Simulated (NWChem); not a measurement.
System meant: C₂H₅BN₂O; SMILES CB(N)OC#N

Here is an NWChem input.

```
start job
memory heap 200 mb stack 900 mb global 1100 mb
geometry units angstroms noautosym nocenter noautoz
  C     -0.719168     2.189704    -0.002183
  B      0.045287     0.819856     0.004318
  N      1.428835     0.648264     0.002565
  O     -0.792367    -0.346487     0.004546
  C     -0.281855    -1.531892    -0.001145
  N      0.164067    -2.609825    -0.005809
  H     -1.287796     2.308440    -0.933881
  H     -1.451605     2.232070     0.813438
  H     -0.052013     3.052411     0.094930
  H      1.883895    -0.256991    -0.000493
  H      2.066490     1.430701     0.003099
end
basis spherical
  C library 6-31g*
  B library 6-31g*
  N library 6-31g*
  O library 6-31g*
  H library 6-31g*
end
dft
  xc m06-l
  iterations 150
end
property
  shielding
end
task dft property
```

End of the output:

```
 Vector   25  Occ=0.000000D+00  E= 5.729124D-02
              MO Center=  6.7D-01,  2.7D-01,  2.1D-03, r^2= 5.5D+00
   Bfn.  Coefficient  Atom+Function         Bfn.  Coefficient  Atom+Function
  ----- ------------  ---------------      ----- ------------  ---------------
    34      1.019690   3 N  s                62     -1.017123   5 C  s
    94     -0.831557  11 H  s                 6      0.631159   1 C  s
    76      0.613871   6 N  s                20     -0.579008   2 B  s
    48      0.558552   4 O  s                90     -0.508679   9 H  s
    92     -0.477897  10 H  s                22      0.324038   2 B  py

 center of mass
 --------------
 x =  -0.01605272 y =  -0.16311508 z =   0.00026537

 moments of inertia (a.u.)
 ------------------
         782.497692537127          21.185871392269          -0.099615669695
          21.185871392269         212.186340778068          -0.599484671971
          -0.099615669695          -0.599484671971         983.570302024256

     Multipole analysis of the density
     ---------------------------------

     L   x y z        total         alpha         beta         nuclear
     -   - - -        -----         -----         ----         -------
     0   0 0 0     -0.000000    -22.000000    -22.000000     44.000000

     1   1 0 0      0.545921      0.092826      0.092826      0.360269
     1   0 1 0      1.713375      0.563818      0.563818      0.585739
     1   0 0 1     -0.003968      0.005220      0.005220     -0.014409

     2   2 0 0    -22.206744    -73.025666    -73.025666    123.844588
     2   1 1 0      1.907597      9.682711      9.682711    -17.457824
     2   1 0 1      0.010021     -0.039441     -0.039441      0.088903
     2   0 2 0    -32.389097   -229.621794   -229.621794    426.854492
     2   0 1 1     -0.050073     -0.130158     -0.130158      0.210243
     2   0 0 2    -25.837637    -15.674634    -15.674634      5.511630

          -----------------------------------------
          Chemical Shielding Tensors (GIAO, in ppm)
          -----------------------------------------

 ------------------------------------------------------------------------
  xm06: d2 not coded                    0
 ------------------------------------------------------------------------
 ------------------------------------------------------------------------
  current input line :
    30: task dft property
 ------------------------------------------------------------------------
 ------------------------------------------------------------------------
 This error has not yet been assigned to a category
 ------------------------------------------------------------------------
 For more information see the NWChem manual at https://nwchemgit.github.io

0: xm06: d2 not coded:Received an Error in Communication
```

Can this run be used? If not, why, and what is the fix?

The run crashed. Cause: this functional's second derivatives, which shieldings need, aren't coded here; the fix takes a hybrid GGA instead. This input runs:
```
start job
memory heap 200 mb stack 900 mb global 1100 mb
geometry units angstroms noautosym nocenter noautoz
  C     -0.719168     2.189704    -0.002183
  B      0.045287     0.819856     0.004318
  N      1.428835     0.648264     0.002565
  O     -0.792367    -0.346487     0.004546
  C     -0.281855    -1.531892    -0.001145
  N      0.164067    -2.609825    -0.005809
  H     -1.287796     2.308440    -0.933881
  H     -1.451605     2.232070     0.813438
  H     -0.052013     3.052411     0.094930
  H      1.883895    -0.256991    -0.000493
  H      2.066490     1.430701     0.003099
end
basis spherical
  C library 6-31g*
  B library 6-31g*
  N library 6-31g*
  O library 6-31g*
  H library 6-31g*
end
dft
  xc pbe0
  iterations 150
end
property
  shielding
end
task dft property
```
It converges to -288.52637 Ha (PBE0/6-31G* (spherical d), GIAO).
